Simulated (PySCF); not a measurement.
Ge(OH)2(SH)2 (GeH₄O₂S₂), SMILES [OH][Ge]([OH])([SH])[SH]. The structure is a stationary point at PBE-D3(BJ)/def2-SVP. The structure was generated by enumeration, and PubChem lists no compound with its InChIKey, so it may never have been made. One conformer was computed; it need not be the lowest.

Computed equilibrium geometry at PBE-D3(BJ)/def2-SVP (PySCF confirms it by a frequency run) as a Z-matrix, and its point group (one conformer of several):
point group C2.
```
Ge
O 1 1.7960
H 2 0.9770 1 109.55
O 1 1.7960 2 112.38 3 76.10
H 4 0.9770 1 109.55 2 76.10
S 1 2.2291 2 112.40 3 -37.76
H 6 1.3640 1 89.86 2 120.77
S 1 2.2291 2 101.58 3 -163.57
H 8 1.3640 1 89.86 2 0.45
```
Charge 0, spin multiplicity 1.
